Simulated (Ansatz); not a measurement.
```yaml
crystal:
  periodic: [true, true, true]
  atoms:
    - {symbol: B, position_ang: [-0.691387, 0.435105, 0.873962]}
    - {symbol: C, position_ang: [-0.149709, -0.362866, -0.314069]}
    - {symbol: N, position_ang: [0.372426, -1.568993, -0.487267]}
    - {symbol: B, position_ang: [0.360309, 1.375691, -0.107214]}
    - {symbol: O, position_ang: [0.204437, 0.568787, -1.250254]}
    - {symbol: H, position_ang: [-1.582656, 1.154032, 0.457223]}
    - {symbol: H, position_ang: [-0.697288, 0.063732, 2.008623]}
    - {symbol: H, position_ang: [0.175701, -2.290585, 0.181890]}
    - {symbol: H, position_ang: [1.016303, -1.755264, -1.238497]}
    - {symbol: H, position_ang: [1.075063, 2.329159, -0.121496]}
basis:
  gaussian: {orbitals: aug-cc-pVDZ, nuclear_model: gaussian}
magnetization: {spin_polarized: true, initial_magnetization: 2}
hamiltonian: {xc: {name: r2SCAN50}}
output: {forces: true}
```

```sh
$ ansatz run in.yaml --threads 2 --pin off --events-out ev --progress --plain --max-ram 4352MiB
```

Shortened log:

```
Error: YAML parse error: error: line 2 column 3: crystal: missing field `lattice` (a structure is typed as `lattice` and `atoms`, a molecule's as `atoms` in Å alone, or read from a run's directory, `checkpoint`)
 --> <input>:2:3
1 | crystal:
2 |   periodic: [true, true, true]
3 |   atoms:
4 |     - {symbol: B, position_ang: [-0.691387, 0.435105, 0.873962]}
```

In this input the molecule is marked periodic without a cell. The input was rejected before any iteration.
